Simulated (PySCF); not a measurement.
# UHF on Zr (zirconium, neutral)

Configuration: [Kr] 4d2 5s2, high-spin 3F determinant. Computed with PySCF 2.14 in aug-cc-pVDZ-PP with ECP28MDF, with a scalar-relativistic core potential.

- Total energy: -46.302154 hartree
- One-electron energy: -77.5584 hartree
- Hartree (Coulomb) energy: 36.5680 hartree
- Exchange energy: -5.3118 hartree
- ⟨S²⟩: 2.0116
- ⟨L²⟩: 12.037
- Sum of ⟨r⟩: 23.20 bohr
- Sum of ⟨r²⟩: 64.69 bohr²
- Time after the integrals: 0.4 s of wall time on 1 thread of Neoverse-N1 (shared host)

```csv
shell,electrons,mean orbital energy (hartree),"rms radius, mean of both spins (bohr)"
4s α,1,-2.54189,1.31
4s β,1,-2.46321,1.31
4p α,3,-1.54857,1.48
4p β,3,-1.44070,1.48
4d α,2,-0.32235,2.36
5s α,1,-0.23074,4.30
5s β,1,-0.19754,4.30
```

Energies and moments cover only the electrons outside the core potential.
